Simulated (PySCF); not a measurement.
Al (SMILES [Al+]), charge +1, singlet. Base run: CCSD(T)/def2-TZVP in PySCF.

Here is a job for PySCF.
```python
from pyscf import gto, scf, cc

mol = gto.Mole()
mol.atom = '''
    Al    0.000000    0.000000    0.000000
'''
mol.basis = 'def2-tzvp'
mol.charge = 1
mol.spin = 0
mol.verbose = 4
mol.build()

mf = scf.RHF(mol)
mf.kernel()

mycc = cc.CCSD(mf)
mycc.kernel()
et = mycc.ccsd_t()
print('E(CCSD(T)) = %.10f' % (mycc.e_tot + et))
```

**Question.** The base was run again with changes. Order these runs by total energy, lowest first: frozen = 4 | method = ccsd | method = mp2 | frozen = 5 | method = cisd.

**Answer.** method = ccsd (ΔE vs base (kcal/mol) 0.90), method = cisd (ΔE vs base (kcal/mol) 4.49), method = mp2 (ΔE vs base (kcal/mol) 8.29), frozen = 4 (ΔE vs base (kcal/mol) 66.3), frozen = 5 (ΔE vs base (kcal/mol) 74.4)
